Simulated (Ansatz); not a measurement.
`C[O][SnH]([Cl])[O]C` → `C[O][Sn][Cl]` + CH₃OH  (stannylene formation by 1,1-elimination)

Gas-phase electronic energies from Ansatz, PBE0-D4/def2-TZVP geometries. CCSD(T)/CBS is the MP2 limit (def2-TZVPP, def2-QZVPP) plus CCSD(T) − MP2 in def2-TZVPP, frozen cores. This one scheme is used for every species. DFT in def2-TZVPP. B3LYP here is the variant with VWN-RPA as its local correlation; programs differ in this. Elements past krypton have def2 core potentials. For Sn outer-core shells are correlated without core-valence functions, which leaves a few kJ/mol of doubt a bond. One conformer a species, not always the lowest.

`C[O][SnH]([Cl])[O]C`:

Z-matrix (Å, degrees):
```
C
O 1 1.410
H 1 1.096 2 112.5
H 1 1.093 2 107.7 3 -119.1
H 1 1.097 2 112.0 3 122.3
Sn 2 1.946 1 122.7 3 -49.3
O 6 1.936 2 104.9 1 150.3
Cl 6 2.327 2 105.7 1 35.0
H 6 1.692 2 115.7 1 -89.2
C 7 1.413 6 120.3 2 -54.3
H 10 1.096 7 111.9 6 -63.9
H 10 1.096 7 112.1 6 58.3
H 10 1.093 7 107.5 6 177.4
```

`C[O][Sn][Cl]`:

Z-matrix (Å, degrees):
```
C
O 1 1.405
H 1 1.095 2 109.5
H 1 1.095 2 112.6 3 120.9
H 1 1.095 2 109.5 3 -118.3
Sn 2 1.958 1 131.7 3 -121.3
Cl 6 2.388 2 98.6 1 0.0
```

CH₃OH:

Z-matrix (Å, degrees):
```
C
O 1 1.409
H 1 1.097 2 112.4
H 1 1.090 2 107.0 3 -118.5
H 1 1.097 2 112.4 3 123.0
H 2 0.959 1 108.5 3 -61.6
```

```csv
level,ΔE (kJ/mol)
B3LYP,-64.1
HF/def2-QZVPP,-29.2
```

**Question.** What does CCSD(T)/CBS give? (Best estimate.)

**Answer.** Computed: -20.6 kJ/mol. The listed levels differ from it by -43.5, -8.6 kJ/mol.

Largest T1 diagnostic among the species: 0.017.

From PBE to PBE0 (25 % exact exchange), in def2-TZVPP and without D4, ΔE moves by +15.1 kJ/mol. The D4 term adds +14.6 kJ/mol with B3LYP and +8.5 kJ/mol with PBE0; it sums over pairs of atoms, weighted by their polarisabilities, and B3LYP, whose exchange is more repulsive, gets the larger term.
